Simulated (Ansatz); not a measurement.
Geometry optimisation, Ansatz, RHF/def2-SVP.

Input file:

```yaml
crystal:
  periodic: [false, false, false]
  atoms:
    - { symbol: Ti, position_ang: [-0.330104, -0.211213, 0.026868] }
    - { symbol: O, position_ang: [-0.4032, 0.013778, 1.858635] }
    - { symbol: H, position_ang: [-1.058928, -0.301949, 2.463278] }
    - { symbol: O, position_ang: [1.242779, -0.706039, -0.487641] }
    - { symbol: Si, position_ang: [2.736284, -1.32301, -0.929815] }
    - { symbol: H, position_ang: [2.519779, -2.501209, -1.793873] }
    - { symbol: H, position_ang: [3.482192, -0.274559, -1.656795] }
    - { symbol: H, position_ang: [3.458832, -1.723124, 0.292777] }
    - { symbol: Cl, position_ang: [-0.964926, 1.60482, -1.071064] }
    - { symbol: Cl, position_ang: [-1.748939, -1.838096, -0.461288] }
    - { symbol: H, position_ang: [1.525148, 1.818049, 0.977297] }
    - { symbol: H, position_ang: [1.188185, 1.533151, 1.53382] }
basis:
  gaussian: { orbitals: def2-SVP }
hamiltonian:
  xc: hf
relax:
  f_tol: 0.03
  max_steps: 50
```

Run as:

```bash
$ ansatz run input.yaml --threads 4 --pin off --max-ram 5120MiB --backend cpu --events-out ev --progress --plain --runs-dir out
```

Q: Where does it end, and by what steps?

A: It converged. The force dipped under the threshold on the way, but the program's further checks kept it going. After 25 steps the energy has fallen by 0.351 eV; H12 moved furthest, 1.45 Å.

```json
{"step": "0", "energy less start (eV)": "0.0000", "largest force component (eV/Å)": "2.233", "accepted": "yes"}
{"step": "1", "energy less start (eV)": "-0.1998", "largest force component (eV/Å)": "1.140", "accepted": "yes"}
{"step": "2", "energy less start (eV)": "-0.2628", "largest force component (eV/Å)": "0.304", "accepted": "yes"}
{"step": "3", "energy less start (eV)": "-0.2885", "largest force component (eV/Å)": "0.198", "accepted": "yes"}
{"step": "4", "energy less start (eV)": "-0.3083", "largest force component (eV/Å)": "0.203", "accepted": "yes"}
{"step": "5", "energy less start (eV)": "-0.3181", "largest force component (eV/Å)": "0.717", "accepted": "yes"}
{"step": "6", "energy less start (eV)": "-0.3118", "largest force component (eV/Å)": "1.852", "accepted": "no"}
{"step": "7", "energy less start (eV)": "-0.3296", "largest force component (eV/Å)": "0.259", "accepted": "yes"}
{"step": "8", "energy less start (eV)": "-0.3331", "largest force component (eV/Å)": "0.129", "accepted": "yes"}
{"step": "9", "energy less start (eV)": "-0.3333", "largest force component (eV/Å)": "0.119", "accepted": "yes"}
{"step": "10", "energy less start (eV)": "-0.3344", "largest force component (eV/Å)": "0.174", "accepted": "yes"}
{"step": "11", "energy less start (eV)": "-0.3372", "largest force component (eV/Å)": "0.016", "accepted": "yes"}
{"step": "12", "energy less start (eV)": "-0.3372", "largest force component (eV/Å)": "0.215", "accepted": "yes"}
{"step": "13", "energy less start (eV)": "-0.3413", "largest force component (eV/Å)": "0.023", "accepted": "yes"}
{"step": "14", "energy less start (eV)": "-0.3422", "largest force component (eV/Å)": "0.096", "accepted": "yes"}
{"step": "15", "energy less start (eV)": "-0.3413", "largest force component (eV/Å)": "0.277", "accepted": "no"}
{"step": "16", "energy less start (eV)": "-0.3435", "largest force component (eV/Å)": "0.048", "accepted": "yes"}
{"step": "17", "energy less start (eV)": "-0.3453", "largest force component (eV/Å)": "0.243", "accepted": "yes"}
{"step": "18", "energy less start (eV)": "-0.3461", "largest force component (eV/Å)": "0.194", "accepted": "yes"}
{"step": "19", "energy less start (eV)": "-0.3466", "largest force component (eV/Å)": "0.227", "accepted": "yes"}
{"step": "20", "energy less start (eV)": "-0.3475", "largest force component (eV/Å)": "0.132", "accepted": "yes"}
{"step": "21", "energy less start (eV)": "-0.3493", "largest force component (eV/Å)": "0.011", "accepted": "yes"}
{"step": "22", "energy less start (eV)": "-0.3497", "largest force component (eV/Å)": "0.107", "accepted": "yes"}
{"step": "23", "energy less start (eV)": "-0.3499", "largest force component (eV/Å)": "0.124", "accepted": "yes"}
{"step": "24", "energy less start (eV)": "-0.3503", "largest force component (eV/Å)": "0.049", "accepted": "yes"}
{"step": "25", "energy less start (eV)": "-0.3506", "largest force component (eV/Å)": "0.016", "accepted": "yes"}
```

```xyz
12
Properties=species:S:1:pos:R:3
Ti -0.561 -0.508 -0.077
O -0.798 -0.524 1.630
H -0.676 -0.579 2.564
O 1.056 -1.003 -0.469
Si 2.615 -1.446 -0.859
H 2.569 -2.627 -1.741
H 3.274 -0.318 -1.543
H 3.336 -1.774 0.388
Cl -0.867 1.556 -0.853
Cl -1.987 -1.911 -1.045
H 1.559 2.596 1.137
H 2.129 2.629 1.620
```

Whether the end is a true minimum wasn't checked by a vibrational analysis.

The run took 74 s on 4 threads of Arm Neoverse V1, with other jobs on the host, peak memory 0.45 GiB.
